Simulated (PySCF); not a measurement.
Species: CH₇FGe₂O.
Geometry (PBE0-D3(BJ)/def2-SVP, Å), atoms numbered from 1 in this order:
```
atom  x, y, z in Å
C1    -1.892    0.324    0.389
O2    -1.272   -0.933    0.328
Ge3    0.275   -1.146   -0.500
F4    -0.032   -0.864   -2.200
Ge5    1.895    0.534    0.161
H6    -1.297    1.059    0.966
H7    -2.083    0.748   -0.613
H8    -2.861    0.208    0.898
H9     0.607   -2.635   -0.342
H10    1.939    0.627    1.695
H11    1.474    1.892   -0.424
H12    3.287    0.157   -0.368
```

Jobs on this species (12 atoms, 94 electrons) with PySCF (density fitting). Hardware of each: Arm Neoverse V1, one thread, no GPU, on a shared host. The host was shared with other jobs, so the times are rough. Peak memory is the resident size of the whole Python process, interpreter and libraries included.

**Question.** Rank these jobs by wall time, shortest first.
A. delta-SCF UKS SCAN, def2-TZVP on the ionised atom, pcseg-1 elsewhere, spin-free X2C; ΔSCF core ionisation, 3 holes; 148 basis functions
B. PBE0-D3(BJ)/def2-SVP, grid level 1; geometry optimisation from a GFN2-xTB start shaken at random; 141 basis functions
C. delta-SCF UKS PBE0, pcX-2 on the ionised atom, pcseg-1 elsewhere, spin-free X2C; ΔSCF core ionisation, 3 holes; 162 basis functions

**Answer.** A (23 s), C (44 s), B (3.1 min).

All jobs:

```json
{"level and settings": "delta-SCF UKS PBE, pcX-2 on the ionised atom, pcseg-1 elsewhere, spin-free X2C", "work": "ΔSCF core ionisation, 3 holes", "basis functions": "162", "SCF cycles": "52", "wall time": "17 s", "peak memory": "0.55 GiB"}
{"level and settings": "delta-SCF UKS SCAN, pcX-1 on the ionised atom, pcseg-1 elsewhere, spin-free X2C", "work": "ΔSCF core ionisation, 3 holes", "basis functions": "141", "SCF cycles": "49", "wall time": "21 s", "peak memory": "0.55 GiB"}
{"level and settings": "delta-SCF UKS SCAN, def2-TZVP on the ionised atom, pcseg-1 elsewhere, spin-free X2C", "work": "ΔSCF core ionisation, 3 holes", "basis functions": "148", "SCF cycles": "49", "wall time": "23 s", "peak memory": "0.55 GiB"}
{"level and settings": "delta-SCF UKS SCAN, pcX-2 on the ionised atom, pcseg-1 elsewhere, non-relativistic", "work": "ΔSCF core ionisation, 3 holes", "basis functions": "162", "SCF cycles": "53", "wall time": "24 s", "peak memory": "0.55 GiB"}
{"level and settings": "delta-SCF UKS SCAN, pcX-2 on the ionised atom, pcseg-1 elsewhere, spin-free X2C", "work": "ΔSCF core ionisation, 3 holes", "basis functions": "162", "SCF cycles": "53", "wall time": "27 s", "peak memory": "0.54 GiB"}
{"level and settings": "delta-SCF UKS HF, pcX-2 on the ionised atom, pcseg-1 elsewhere, spin-free X2C", "work": "ΔSCF core ionisation, 3 holes", "basis functions": "162", "SCF cycles": "44", "wall time": "31 s", "peak memory": "0.66 GiB"}
{"level and settings": "delta-SCF UKS PBE0, pcX-2 on the ionised atom, pcseg-1 elsewhere, spin-free X2C", "work": "ΔSCF core ionisation, 3 holes", "basis functions": "162", "SCF cycles": "47", "wall time": "44 s", "peak memory": "0.77 GiB"}
{"level and settings": "delta-SCF UKS B3LYP, pcX-2 on the ionised atom, pcseg-1 elsewhere, spin-free X2C", "work": "ΔSCF core ionisation, 3 holes", "basis functions": "162", "SCF cycles": "48", "wall time": "46 s", "peak memory": "0.73 GiB"}
{"level and settings": "PBE0-D3(BJ)/def2-SVP, grid level 1", "work": "geometry optimisation from a GFN2-xTB start shaken at random", "basis functions": "141", "SCF cycles": "84", "wall time": "3.1 min", "peak memory": "0.53 GiB"}
```

**Question.** What do all jobs in the table cost together?

**Answer.** About 7.0 min; the longest takes about 44 % of that, and about 11 times as long as the shortest.
